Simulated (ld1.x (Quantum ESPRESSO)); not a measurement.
# Configuration tests for gold (Au) (TM semilocal)

- Element: Au (Z = 79)
- Generator: ld1.x (Quantum ESPRESSO) 7.5
- Type: norm-conserving Troullier–Martins (semilocal form)
- Functional: PBE
- Relativity: scalar-relativistic
- Frozen core: [Kr] 4d10 4f14
- Valence charge: 19
- Reference configuration: 5s2 5p6 5d10 6s1 6p0
- Partial waves: 5p (bound): rc 1.35 bohr; 5d (bound): rc 1.30 bohr; 5f channel at -0.1 Ry: rc 1.05 bohr; 5s (bound): rc 1.05 bohr
- Local potential: the s channel
- Core correction: none

Occupied shells without a wave of their own: 6s. They enter only through the test configuration that unscreens the potential.

Energies are relative to the spin-unpolarised reference configuration 5s2 5p6 5d10 6s1 6p0; without spin polarisation the order of configurations can differ from experiment.

Question: Give the all-electron excitation energy and the error of the potential for: 5s2 5p6 5d10 6s0 6p0; 5s2 5p6 5d9 6s0 6p0; 5s2 5p6 5d8 6s0 6p0; 5s2 5p6 5d7 6s0 6p0; 5s2 5p6 5d9 6s2 6p0; 5s2 5p6 5d10 6s0 6p1; 5s1 5p6 5d10 6s1 6p0.

Answer:

```tsv
valence configuration	charge	ΔE all-electron (eV)	error AE − PS (meV)
5s2 5p6 5d10 6s0 6p0	+1	9.409	-228
5s2 5p6 5d9 6s0 6p0	+2	30.617	-315
5s2 5p6 5d8 6s0 6p0	+3	64.494	-419
5s2 5p6 5d7 6s0 6p0	+4	112.206	-536
5s2 5p6 5d9 6s2 6p0	0	1.693	+210
5s2 5p6 5d10 6s0 6p1	0	5.248	-144
5s1 5p6 5d10 6s1 6p0	+1	115.231	-121
```

Levels in the configuration 5s2 5p6 5d9 6s0 6p0:

```
level  all-electron (eV)  pseudo (eV)
   5s           -130.006     -130.125
   5p            -81.296      -81.406
   5d            -27.334      -27.425
```

The 6s level has no wave, so the channel is fitted at the deeper level alone: the likely source of the large errors.
